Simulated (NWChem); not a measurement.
# CH4BeS; SMILES [BeH][S]C

```xyz
7

Be    -0.6888    -1.6277     0.0003
H     -1.5742    -2.6352    -0.0003
S      0.5962    -0.2064     0.0000
C     -0.5122     1.2769     0.0004
H     -1.2148     1.2674    -0.8536
H      0.1489     2.1580    -0.1001
H     -1.0713     1.3618     0.9508
```
Atoms are numbered in this order, from 1.

All runs: NWChem. Pople sets run with spherical d functions. All runs use the structure optimised with PBE-D3(BJ)/def2-SVP. Vertical excitations in the gas phase; the lowest state need not have the same character in each row.

### Question
Order these by “lowest excitation, singlet (eV)”, lowest first: CAM-B3LYP/6-31G*, TDA; B3LYP/6-31G*, TDA; BHandHLYP/6-31G*, TDA; PBE/6-31G*, TDA.

### Answer
PBE/6-31G*, TDA (4.25), B3LYP/6-31G*, TDA (4.52), CAM-B3LYP/6-31G*, TDA (4.73), BHandHLYP/6-31G*, TDA (4.95)
